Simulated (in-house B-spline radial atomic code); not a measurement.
TDHF excitations of Cd²⁺

Method: TDHF. Computed with a B-spline radial code for spherical atoms: linear response of the closed shell [Kr] 4d10 with bare exchange (time-dependent Hartree-Fock); scalar-relativistic (spin-free one-electron X2C), finite nucleus, no spin-orbit coupling, no double excitations, S, P, D and F terms only; shells from n = 2 respond. Only terms of natural parity with L up to 3 were computed.

Command:
```bash
python run_td.py task.json out
```
Settings (radii: box in bohr, nucleus in fm):
```
Z                        48
electrons                46
configuration            [Kr] 4d10
hamiltonian              x2c
method                   hf
box_radius               2.5
wall_radius              2.5
rms_radius               4.6087
intervals                63
```

Run time, properties included: 2.7 s on 1 thread of Arm Neoverse N1, with other jobs on the host.

Confined states, up to the first strongly mixed one, which can leave gaps near the end. Labels give the largest channel, * marks a mixed state, and oscillator strengths are full-response dipole values. Energies in eV:

```tsv
state	full response	Tamm-Dancoff	oscillator strength
4d → 5s 3D	?	?	-
4d → 5s 1D	34.47	34.50	-
4d → 5p 3P	49.58	49.71	-
4d → 5p 3F	51.16	51.24	-
4d → 5p 1F	52.57	52.59	-
4d → 4f 3P	53.42	53.48	-
4d → 5p 1P	53.69	53.88	1.05
4d → 4f 3F	56.56	56.67	-
4d → 4f 1F	59.53	59.58	-
4d → 4f 1P	?	?	?
```

(1) Where does 4d → 5s 3D lie?

(2) Where does 4d → 4f 1P lie?

(3) How large is the singlet-triplet splitting of 4d → 5s (D terms) in Tamm-Dancoff?

(4) What polarisabilities and dispersion coefficient does the method give?

## Answers

(1) At 32.84 eV in full response, 32.91 eV in Tamm-Dancoff.

(2) At 72.85 eV in full response, 76.07 eV in Tamm-Dancoff, oscillator strength 12.2.

(3) 1.59 eV, from the unrounded values.

(4) Dipole 2.087 bohr³, quadrupole 3.343 bohr⁵, C6 8.806 hartree·bohr⁶ for two such species.
